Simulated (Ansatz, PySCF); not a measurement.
C2H6BNO, SMILES NB1CCO1. Atoms are numbered in the order given.

```xyz
11

N      0.0503     1.9203     0.0000
B      0.0403     0.5230     0.0000
C      1.0944    -0.6740     0.0000
C     -0.2292    -1.4750     0.0000
O     -1.0784    -0.2956     0.0000
H      0.9010     2.4661     0.0000
H     -0.8021     2.4682     0.0000
H      1.7176    -0.8059    -0.8967
H      1.7176    -0.8059     0.8967
H     -0.4135    -2.0883    -0.8981
H     -0.4135    -2.0883     0.8981
```

The structure is a stationary point at B3LYP-D3(BJ)/def2-SVP. The structure was generated by enumeration, and PubChem lists no compound with its InChIKey, so it may never have been made. The values are those of a single conformer.

Two levels are set side by side: PBE-D3(BJ)/def2-SVP (Ansatz, an electronic-structure program) and B3LYP-D3(BJ)/def2-SVP (Ansatz). Each level has its own optimised geometry; the coordinates shown are those of the second. Frequencies come from the Hessian of PySCF at each geometry. Differences are taken from unrounded values.

```tsv
quantity	B3LYP-D3(BJ)	PBE-D3(BJ)	PBE-D3(BJ) minus B3LYP-D3(BJ)
mean bond length (Å)	1.255	1.262	0.007
bond N1–B2 (Å)	1.397	1.404	0.007
bond B2–C3 (Å)	1.595	1.597	0.002
bond B2–O5 (Å)	1.386	1.397	0.011
bond C3–C4 (Å)	1.547	1.547	0.000
bond C4–O5 (Å)	1.453	1.460	0.007
bond N1–H6 (Å)	1.011	1.017	0.007
bond N1–H7 (Å)	1.013	1.020	0.007
bond C3–H8 (Å)	1.100	1.107	0.007
bond C3–H9 (Å)	1.100	1.107	0.007
bond C4–H10 (Å)	1.103	1.112	0.009
bond C4–H11 (Å)	1.103	1.112	0.009
highest harmonic wavenumber (cm⁻¹)	3712	3645	-67
mean harmonic wavenumber (cm⁻¹)	1461	1423	-38
zero-point energy (kcal/mol)	56.38	54.92	-1.46
```

Exact exchange shortens and stiffens bonds; PBE has none. Differences between two approximate levels are no errors against the true value.
